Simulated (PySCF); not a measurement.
C2H5Cl3Si2, SMILES Cl[Si]([SiH2]C=C)(Cl)Cl, singlet, GFN2-xTB optimised geometry.

```
12

C      2.05    -1.55     1.19
C      1.34    -1.08     0.18
Si     0.73     0.69     0.00
Si    -1.60     0.69     0.00
Cl    -2.40    -0.25     1.62
Cl    -2.37     2.58     0.00
Cl    -2.39    -0.24    -1.63
H      2.35    -0.91     2.01
H      2.37    -2.58     1.26
H      1.07    -1.77    -0.61
H      1.25     1.51     1.10
H      1.23     1.24    -1.27
```

Density from B3LYP/def2-TZVP (PySCF 2.14.0) at that geometry.

Minimum of the electron density along straight lines between bonded atoms, close to the bond critical point (lines longer than 1.1 times the sum of covalent radii, or with two minima, are not listed):

```
bond     length / Å  ρ at the minimum / e bohr⁻³  ∇²ρ there / e bohr⁻⁵  position (fraction from the first atom)
-------  ----------  ---------------------------  --------------------  ---------------------------------------
C1–C2         1.325                        0.357                 -1.11                                     0.50
C2–Si3        1.882                        0.119                  0.18                                     0.61
Si3–Si4       2.331                        0.097                 -0.15                                     0.37
Si4–Cl5       2.036                        0.105                  0.22                                     0.37
Si4–Cl6       2.035                        0.105                  0.23                                     0.37
Si4–Cl7       2.036                        0.104                  0.22                                     0.37
C1–H8         1.078                        0.291                 -1.05                                     0.64
C1–H9         1.079                        0.289                 -1.04                                     0.65
C2–H10        1.084                        0.283                 -0.99                                     0.64
Si3–H11       1.467                        0.124                  0.17                                     0.49
Si3–H12       1.469                        0.124                  0.17                                     0.49
```
